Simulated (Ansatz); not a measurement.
Mulliken charges of C2H5NOZn, SMILES `C[N]([ZnH])C=O` from r2SCAN/def2-TZVPP in Ansatz (PBE0-D4/def2-TZVP geometry).

| atom | x (Å) | y (Å) | z (Å) | charge (e) |
| --- | --- | --- | --- | --- |
| C1 | -0.556 | 0.355 | 1.088 | -0.025 |
| N2 | 0.087 | -0.086 | -0.141 | -0.179 |
| Zn3 | 0.801 | -1.775 | -0.376 | 0.276 |
| C4 | 0.135 | 0.833 | -1.134 | 0.240 |
| O5 | -0.304 | 1.961 | -1.074 | -0.381 |
| H6 | -0.041 | 1.223 | 1.510 | 0.070 |
| H7 | -0.546 | -0.449 | 1.826 | 0.029 |
| H8 | -1.592 | 0.650 | 0.905 | 0.070 |
| H9 | 1.383 | -3.167 | -0.550 | -0.101 |
| H10 | 0.633 | 0.456 | -2.053 | -0.001 |

Question: By hand: the dipole of these point charges (1 e Å = 4.8032 D).

Answer: Σ q r = (0.097, -0.593, 0.311) e Å, of length 0.677 e Å = 3.25 D.

Question: How does the dipole of the full density compare? (An estimate is asked.)

Answer: The calculation gave: (0.165, -0.732, 0.269) e Å, 3.83 D; the point charges give 0.85 times that, at 8° from its direction.

Point charges leave out the atoms' own dipoles, such as those of lone pairs, and Mulliken's split depends on the basis, so the two needn't agree.
